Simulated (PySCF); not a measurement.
**Radial density of Cr²⁺ (chromium, charge +2)**

M06-L, [Ar] 3d3 4p1, one real determinant (an excited configuration). Calculation: PySCF 2.14, in aug-cc-pVTZ-DK; scalar relativity by spin-free X2C-1e.

```json
{"r (bohr)": "0.000867", "4πr²ρ (e/bohr)": "0.1252", "4πr²(ρα − ρβ)": "0.0000"}
{"r (bohr)": "0.00146", "4πr²ρ (e/bohr)": "0.3201", "4πr²(ρα − ρβ)": "0.0000"}
{"r (bohr)": "0.00245", "4πr²ρ (e/bohr)": "0.8054", "4πr²(ρα − ρβ)": "0.0000"}
{"r (bohr)": "0.00413", "4πr²ρ (e/bohr)": "1.972", "4πr²(ρα − ρβ)": "0.0000"}
{"r (bohr)": "0.00694", "4πr²ρ (e/bohr)": "4.609", "4πr²(ρα − ρβ)": "0.0000"}
{"r (bohr)": "0.0117", "4πr²ρ (e/bohr)": "9.928", "4πr²(ρα − ρβ)": "-0.0001"}
{"r (bohr)": "0.0196", "4πr²ρ (e/bohr)": "18.53", "4πr²(ρα − ρβ)": "0.0000"}
{"r (bohr)": "0.0330", "4πr²ρ (e/bohr)": "27.14", "4πr²(ρα − ρβ)": "0.0012"}
{"r (bohr)": "0.0556", "4πr²ρ (e/bohr)": "27.54", "4πr²(ρα − ρβ)": "0.0080"}
{"r (bohr)": "0.0935", "4πr²ρ (e/bohr)": "21.94", "4πr²(ρα − ρβ)": "0.0317"}
{"r (bohr)": "0.157", "4πr²ρ (e/bohr)": "28.40", "4πr²(ρα − ρβ)": "0.0998"}
{"r (bohr)": "0.264", "4πr²ρ (e/bohr)": "27.47", "4πr²(ρα − ρβ)": "0.4050"}
{"r (bohr)": "0.445", "4πr²ρ (e/bohr)": "10.77", "4πr²(ρα − ρβ)": "1.5494"}
{"r (bohr)": "0.748", "4πr²ρ (e/bohr)": "13.15", "4πr²(ρα − ρβ)": "2.7543"}
{"r (bohr)": "1.26", "4πr²ρ (e/bohr)": "6.223", "4πr²(ρα − ρβ)": "1.7215"}
{"r (bohr)": "2.12", "4πr²ρ (e/bohr)": "0.9320", "4πr²(ρα − ρβ)": "0.7080"}
{"r (bohr)": "3.56", "4πr²ρ (e/bohr)": "0.3014", "4πr²(ρα − ρβ)": "0.3011"}
{"r (bohr)": "5.99", "4πr²ρ (e/bohr)": "0.01469", "4πr²(ρα − ρβ)": "0.0147"}
```

Densities and radii are taken from the X2C orbitals without a picture-change correction, which distorts them close to the nucleus.

⟨L²⟩ = 14.02 against 20 for a pure G term, so this real determinant mixes terms.
